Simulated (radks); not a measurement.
Values are calculated unless marked as measured or tabulated.
All-electron atom: the neodymium ion Nd3+ in [Xe] 4f3. Level of theory: scalar-relativistic Kohn-Sham, XLYP, spin-polarised, spherical densities, point nucleus; open shells are filled with parallel spins first (spin-orbit coupling, left out, can overturn this in heavy ions) (a radial shooting solver on a logarithmic mesh with Libxc functionals).

Normalised radial functions P(r) = r R(r), r in bohr:

r,5d up
0.003555,0.0001
0.004741,0.0001
0.006323,0.0003
0.008434,0.0007
0.01125,0.0015
0.01512,0.0032
0.02017,0.0068
0.0269,0.0140
0.03588,0.0275
0.04786,0.0512
0.06383,0.0889
0.08582,0.1420
0.1145,0.1954
0.1527,0.2205
0.2036,0.1737
0.2716,0.0276
0.3622,-0.1805
0.4831,-0.3298
0.6495,-0.2779
0.8663,-0.0004
1.155,0.3747
1.541,0.6607
2.055,0.7275
2.741,0.5806
3.686,0.3289
4.916,0.1175
6.557,0.0239

5d up (empty): eigenvalue -24.368 eV, 2 radial nodes at r = 0.283, 0.867 bohr, <r> = 2.29 bohr, 90 % of the charge inside 3.42 bohr.
